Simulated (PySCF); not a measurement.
Se⁺ (selenium, charge +1) across methods

[Ar] 3d10 4s1 4p4, high-spin 4P determinant (an excited configuration). All numbers are calculated (PySCF 2.14, the spin-free X2C one-electron Hamiltonian (Gaussian nucleus), in x2c-QZVPPall). The B2PLYP total includes its PT2 part (frozen core); its orbital energies are those of the SCF part.

| method | E (hartree) | mean ε 4s α (eV) | mean ε 4p α (eV) | mean ε 4p β (eV) | Σ⟨r²⟩ (bohr²) | ⟨S²⟩ |
| --- | --- | --- | --- | --- | --- | --- |
| r2SCAN | -2429.119 | -29.968 | -17.693 | -14.725 | 31.75 | 3.757 |
| PBE | -2428.802 | -28.856 | -17.129 | -14.662 | 31.88 | 3.753 |
| B2PLYP | -2428.701 | -33.711 | -19.866 | -16.186 | 32.04 | 3.756 |
| BHandHLYP | -2429.103 | -33.534 | -19.785 | -16.409 | 31.96 | 3.755 |
| CAM-B3LYP | -2429.268 | -32.927 | -19.870 | -17.001 | 31.93 | 3.753 |
| PBE0 | -2428.848 | -31.339 | -18.620 | -15.544 | 31.84 | 3.754 |
| B97-3 | -2428.908 | -31.352 | -18.574 | -15.510 | 31.83 | 3.755 |
| LDA | -2425.543 | -28.958 | -17.188 | -14.783 | 31.84 | 3.753 |
| UHF | -2427.43304 | -38.033 | -22.425 | -16.844 | 32.32 | 3.764 |
